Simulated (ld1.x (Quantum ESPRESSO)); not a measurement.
Values are calculated unless marked as measured or tabulated.
**Potentials for tellurium compared**

Generated with ld1.x 7.5 (TM, RRKJ, ultrasoft, PAW), atompaw 4.2 or ONCVPSP 4.0.1. The cutoff is in Ry: for ld1.x and atompaw files where the sum of valence levels is converged to 10 mRy in a Bessel basis, for ONCV files where the hardest occupied wave has 1 mHa per electron of residual kinetic energy. The error is the largest all-electron minus pseudo excitation energy over each file’s own four to seven test configurations (ionisations up to +4, promotions, holes and added fractions of an electron), all of which were solved. The labels leave out finer settings (local radius, basis sizes, second energies), which also bear on the numbers. Spin-polarised tests are not counted. The rows are a selection from randomly drawn settings: files with unsolved tests, undetermined cutoffs or missed reference levels are left out.

A true bound ghost makes a file unfit for plane-wave use even where its test errors are small: the radial tests pick states by their node count and pass the ghost by.

```tsv
potential	cutoff (Ry)	largest error (meV)	bound ghosts
TM, LDA (PZ), fully relativistic, rc 1.55/1.70/1.50 (spd), local smoothed, core correction no, reference 5s2 5p4	45	+145	d3/2, d5/2, s
TM, PW91, scalar-relativistic, rc 1.55/1.55 (sp), local p, core correction no, reference 5s2 5p3	50	+32	s
```

(1) Fill in the row for Te: TM semilocal, PBE, scalar-relativistic, rc 1.35/2.05 (sp), local p, core correction no, reference 5s2 5p4.

(2) Fill in the row for Te: TM semilocal, LDA (PZ), scalar-relativistic, rc 1.40/2.00/1.55/2.10 (spdf), local p, core correction no, reference 4d10 5s2 5p4.

(3) Fill in the row for Te: RRKJ, BP86, scalar-relativistic, rc 1.80/2.35/1.05/2.50 (spdf), local p, core correction yes, reference 4d10 5s2 5p4.

Answers

(1) cutoff 70 Ry, largest error +148 meV, bound ghosts: none.

(2) cutoff 90 Ry, largest error -30 meV, bound ghosts: none.

(3) cutoff 140 Ry, largest error -415 meV, bound ghosts: none.
